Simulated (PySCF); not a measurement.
Computed shifts of a molecule C4H6ClF, PBE/pcSseg-1 (PySCF), GIAO, gas phase, atoms alike by connectivity averaged where their shifts nearly agree, in ppm (number of nuclei): ¹⁹F: -189.2 (1). ¹³C: 118.2 (1), 25.3 (1), 10.7 (1), 6.8 (1). ¹H: 7.01 (1), 1.43 (1), 1.23 (1), 1.04 (1), 0.98 (1), 0.96 (1). References: ¹⁹F against CFCl3 (σ = 133.6 ppm); ¹³C against TMS (σ = 182.0 ppm); ³⁵Cl against HCl (σ = 936.5 ppm); ¹H against TMS (σ = 31.49 ppm), references at their B3LYP-D3(BJ)/def2-TZVP geometries, non-relativistic (without spin–orbit terms, shifts of atoms bonded to Cl or Br come out too high). Geometry optimised at r2SCAN-D4/def2-SVP. The values are those of a single conformer.

Q: Which structure fits?
A. FC1(CCl)CC1
B. CC/C(F)=C/Cl
C. F[C@H](Cl)C1CC1
D. F[C@@H]1C[C@@H]1CCl

A: C, F[C@H](Cl)C1CC1
